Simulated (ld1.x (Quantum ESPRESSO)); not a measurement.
**What one change does to a pseudopotential (H, RRKJ)**

hydrogen, norm-conserving RRKJ (Kleinman–Bylander form), made with ld1.x (Quantum ESPRESSO) 7.5 (PBEsol, scalar-relativistic). Core none, reference 1s1. Waves: 1s (bound): rc 1.15 bohr; 2p channel at 0.05 Ry: rc 1.20 bohr. Local part: all-electron potential smoothed inside 0.95 bohr (lloc = -1). Core correction: none.

Change: wave 1s (bound): rc 1.15 bohr becomes 1s (bound): rc 0.84 bohr.

Cutoffs: the cutoffs (Ry, on a coarse ladder) from which the occupation-weighted sum of valence levels, in a spherical-Bessel basis at the reference potential, stays within 10 and 1 mRy of its value at 400 Ry; they do not see the model core or the augmentation charge, which bear on the density cutoff. Errors are all-electron minus pseudo energies relative to the spin-unpolarised reference configuration.

Q: Predict the effect on cutoff, ghosts and configuration errors.

A: The potential gets harder (21 Ry and 40 Ry → 30 Ry and 60 Ry); neither file shows a bound ghost. A smaller radius makes the pseudo-wave follow the all-electron one further in, where it bends more sharply, so more plane waves are needed.

```tsv
quantity	base	changed
cutoff, loose	21 Ry	30 Ry
cutoff, tight	40 Ry	60 Ry
bound ghosts	none	none
error for 1s0.5, meV [ΔE 4.66 eV]	+2.0	+1.1
s: phases at 1.29 bohr within 0.05 rad from the reference energy up to (Ry; the scan ends near 5)	to the end of the scan	to the end of the scan
p: phases at 1.29 bohr within 0.05 rad from the reference energy up to (Ry; the scan ends near 5)	to the end of the scan	to the end of the scan
```
